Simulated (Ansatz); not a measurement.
Reaction (silylene loss): `[SiH3][SiH]1CC1` → `C1C[SiH2]1` + `[SiH2]`

Program: Ansatz. Geometries: PBE0-D4/def2-TZVP. ΔE: electronic, gas phase. CCSD(T)/CBS is the MP2 limit (def2-TZVPP, def2-QZVPP) plus CCSD(T) − MP2 in def2-TZVPP, frozen cores. This one scheme is used for every species. DFT in def2-TZVPP.

| level | ΔE (kcal/mol) |
| --- | --- |
| r2SCAN | 64.3 |
| HF/def2-TZVPP | 51.9 |
| SCS-MP2/def2-TZVPP | 58.0 |
| CCSD/def2-TZVPP | 55.9 |
| HF/def2-QZVPP | 51.9 |
| MP2/def2-QZVPP | 62.2 |
| SCS-MP2/def2-QZVPP | 58.9 |
| HF/CBS(def2) | 51.9 |

Problem. What does CCSD(T)/CBS give? (Estimate.)

Solution. The calculation gave: +58.9 kcal/mol. The listed levels differ from it by 5.4, -7.0, -0.9, -3.0, -7.0, 3.3, 0.0, -7.0 kcal/mol.

Largest T1 diagnostic among the species: 0.014.

In def2-TZVPP, CCSD(T) changes the Hartree–Fock value by +5.6 kcal/mol (the triples alone add +1.6 kcal/mol) and MP2 by +9.4 kcal/mol. The D4 term adds +3.1 kcal/mol with B3LYP and +1.8 kcal/mol with PBE0; it sums over pairs of atoms, weighted by their polarisabilities, and B3LYP, whose exchange is more repulsive, gets the larger term. From PBE to PBE0 (25 % exact exchange), in def2-TZVPP and without D4, ΔE moves by +1.3 kcal/mol.

B3LYP here is the variant with VWN-RPA as its local correlation; programs differ in this.
